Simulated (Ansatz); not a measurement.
Reaction (ligand exchange at the Si–C bond): `O[SiH](S)CCl` + H–F → `O[SiH](F)S` + `CCl`

Isolated molecules relaxed with PBE0-D4/def2-TZVP in Ansatz; ΔE leaves out vibrations. CCSD(T)/CBS adds triple-zeta CCSD(T) − MP2 to the extrapolated MP2 energy (def2 sets, frozen cores). This one scheme is used for every species. DFT in def2-TZVPP. One conformer a species, not always the lowest.

`O[SiH](S)CCl`:

```xyz
10

O     1.511    0.853    0.551
Si    0.151    0.507   -0.292
S     0.466   -0.809   -1.940
C    -1.110   -0.360    0.797
Cl   -0.374   -1.845    1.470
H     1.987    0.104    0.919
H    -0.362    1.818   -0.748
H     1.139    0.115   -2.647
H    -2.008   -0.653    0.252
H    -1.400    0.269    1.640
```

H–F:

Z-matrix (Å, degrees):
```
F
H 1 0.920
```

`O[SiH](F)S`:

Cartesian coordinates in Å:
```
O 0.306 -0.407 1.584
Si -0.365 -0.208 0.119
F -0.099 -1.454 -0.840
S 0.501 1.496 -0.807
H 1.261 -0.362 1.662
H -1.818 -0.128 0.329
H 0.213 1.064 -2.048
```

`CCl`:

```xyz
5

C    -0.016    0.126   -0.071
Cl    0.179   -1.409    0.793
H    -1.067    0.406   -0.052
H     0.320   -0.007   -1.097
H     0.584    0.884    0.427
```

| level | ΔE (kcal/mol) |
| --- | --- |
| revPBE | -36.7 |
| CAM-B3LYP | -40.6 |
| RPA@PBE/def2-TZVPP | -36.1 |
| MP2/def2-SVP | -35.7 |

(1) What does CCSD(T)/CBS give? (Best estimate.)

Largest T1 diagnostic among the species: 0.012.

Answers

(1) Computed: -35.8 kcal/mol. The listed levels differ from it by -0.9, -4.8, -0.3, 0.1 kcal/mol.

From BLYP to BHLYP (50 % exact exchange), in def2-TZVPP and without D4, ΔE moves by −1.1 kcal/mol. In def2-TZVPP, CCSD(T) changes the Hartree–Fock value by +7.6 kcal/mol (the triples alone add +1.1 kcal/mol) and MP2 by +8.2 kcal/mol.
